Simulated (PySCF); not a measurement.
ClGa, triplet, geometry from GFN2-xTB (such geometries of metal compounds can be far from the true shape) (the spin is typed, not shown lowest); R2SCAN/cc-pVDZ run with PySCF.

Input for PySCF:
```python
from pyscf import gto, scf, dft

mol = gto.Mole()
mol.atom = '''
    Ga   -0.000000   -0.000000   -0.787509
    Cl    0.000000    0.000000    1.436045
'''
mol.basis = 'cc-pvdz'
mol.charge = 0
mol.spin = 2
mol.verbose = 3
mol.build()

mf = dft.UKS(mol)
mf.xc = 'r2scan'
mf.grids.prune = None
mf.kernel()
mf.analyze()
```

It wrote (shortened):

```
converged SCF energy = -2384.91926870995  <S^2> = 2.0040159  2S+1 = 3.0026761
**** MO energy ****
                             alpha | beta                alpha | beta
MO #1   energy= -372.095681106866  | -372.093476000801  occ= 1 | 1
MO #2   energy= -101.213133921904  | -101.21032386593   occ= 1 | 1
MO #3   energy= -45.8374245363891  | -45.8374317827107  occ= 1 | 1
MO #4   energy= -40.562521611085   | -40.5621936483898  occ= 1 | 1
MO #5   energy= -40.5611226466008  | -40.5600336589895  occ= 1 | 1
MO #6   energy= -40.5607235038342  | -40.5587314280927  occ= 1 | 1
MO #7   energy= -9.37470614842661  | -9.37302513250585  occ= 1 | 1
MO #8   energy= -7.12099224082324  | -7.11509700958795  occ= 1 | 1
MO #9   energy= -7.11132142860751  | -7.10994952026395  occ= 1 | 1
MO #10  energy= -7.11032490252785  | -7.10784752254547  occ= 1 | 1
MO #11  energy= -5.51586489949501  | -5.51389816620915  occ= 1 | 1
MO #12  energy= -3.7840056196804   | -3.78204859947127  occ= 1 | 1
MO #13  energy= -3.77915238510457  | -3.77752709163684  occ= 1 | 1
MO #14  energy= -3.77349663269339  | -3.7698291192938   occ= 1 | 1
MO #15  energy= -0.831519173238912 | -0.825086382703712 occ= 1 | 1
MO #16  energy= -0.821737049326013 | -0.816630466345851 occ= 1 | 1
MO #17  energy= -0.817297833330788 | -0.809362599026994 occ= 1 | 1
MO #18  energy= -0.816103850023525 | -0.807791821276759 occ= 1 | 1
MO #19  energy= -0.814436820495111 | -0.806094766816704 occ= 1 | 1
MO #20  energy= -0.770450925289407 | -0.755012749075045 occ= 1 | 1
MO #21  energy= -0.424707740411114 | -0.386163391586535 occ= 1 | 1
MO #22  energy= -0.310146827524133 | -0.304151041311603 occ= 1 | 1
MO #23  energy= -0.307747996823574 | -0.296844189794754 occ= 1 | 1
MO #24  energy= -0.30398753936687  | -0.218225746900694 occ= 1 | 0
MO #25  energy= -0.132321496389505 | -0.0634604512703465 occ= 1 | 0
MO #26  energy= -0.112959747345362 | -0.0402188387328704 occ= 0 | 0
MO #27  energy= -0.0195675858385491 | 0.021840965772876  occ= 0 | 0
MO #28  energy= 0.142018858030877  | 0.169135840121908  occ= 0 | 0
MO #29  energy= 0.194754640465549  | 0.225029615694899  occ= 0 | 0
MO #30  energy= 0.197663684555686  | 0.227815651629978  occ= 0 | 0
MO #31  energy= 0.209033750723548  | 0.23382268253329   occ= 0 | 0
MO #32  energy= 0.267097025667548  | 0.314775174556641  occ= 0 | 0
MO #33  energy= 0.27770492734828   | 0.326793792279222  occ= 0 | 0

To work with the spin densities directly, `use mulliken_meta_spin()` only printing them here.

 ** Mulliken spin pop alpha/beta on meta-lowdin orthogonal AOs **
 ** Mulliken Spin Density (per atom)  **
spin density of  0 Ga =      1.72536
spin density of  1 Cl =      0.27464
 ** Mulliken pop alpha/beta on meta-lowdin orthogonal AOs **
 ** Mulliken atomic charges   ( Nelec_alpha | Nelec_beta ) **
charge of  0Ga =      0.18203  (    16.27166     14.54630 )
charge of  1Cl =     -0.18203  (     8.72834      8.45370 )
Dipole moment(X, Y, Z, Debye):  0.00000, -0.00000, -1.91694
```
